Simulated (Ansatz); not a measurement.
Q: Predict a relaxed structure of [ReO4]- (ReO₄⁻), charge -1, singlet, at PBE0-D4/def2-SVPD (Ansatz).

A: 
```xyz
5

Re    0.0000    0.0000    0.0000
O    -0.4473    1.4267    0.8736
O     1.7097   -0.2434    0.1287
O    -0.4330    0.1841   -1.6666
O    -0.8294   -1.3674    0.6642
```
Point group Td (tolerance 0.1 Å). The metal has 4 neighbours: O 1.73 Å, O 1.73 Å, O 1.73 Å, O 1.73 Å. This is one stationary point.

In the def2 sets Re takes a core potential; there is no spin–orbit coupling. The relaxation made no stability test and no search for a lower SCF solution.
